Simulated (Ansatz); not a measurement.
Start from `C#C[SiH2][GaH2]` and change one atom or group to get `BO[SiH2]C#C`.

Ansatz, PBE0-D4/def2-TZVP geometries, multiplicity 1. Each molecule was computed in one conformer, which needn't be the lowest.

Scalar relativity is left out up to krypton.

| property | `C#C[SiH2][GaH2]` |
| --- | --- |
| HOMO energy (PBE/def2-TZVPP) / eV | -6.32 |
| HOMO energy (ωB97M-V/def2-TZVPP) / eV | -9.38 |
| LUMO energy (ωB97M-V/def2-TZVPP) / eV | -0.45 |
| LUMO energy (B3LYP/def2-TZVPP) / eV | -2.44 |
| LUMO energy (PBE/def2-TZVPP) / eV | -2.99 |
| size of the dipole moment (PBE/def2-TZVPP) / D | 0.35 |

Q: Give the same properties after the change, and the shifts. (An estimate is asked.)

A: Computed: 
| property | `BO[SiH2]C#C` | shift |
| --- | --- | --- |
| HOMO energy (PBE/def2-TZVPP) / eV | -7.04 | -0.72 |
| HOMO energy (ωB97M-V/def2-TZVPP) / eV | -10.73 | -1.35 |
| LUMO energy (ωB97M-V/def2-TZVPP) / eV | 1.13 | 1.58 |
| LUMO energy (B3LYP/def2-TZVPP) / eV | -1.01 | 1.43 |
| LUMO energy (PBE/def2-TZVPP) / eV | -1.78 | 1.21 |
| size of the dipole moment (PBE/def2-TZVPP) / D | 1.36 | 1.01 |

With PBE0 the HOMO falls by 1.09 eV and the LUMO rises by 1.41 eV, so the gap widens by about 2.50 eV. PBE moves the HOMO by -0.72 eV and ωB97M-V by -1.35 eV. The zero-point energy changes by 35.4 kJ/mol with +3 modes. Dipoles are sizes alone; their direction can turn.

B3LYP here is the variant with VWN-RPA as its local correlation; programs differ in this.
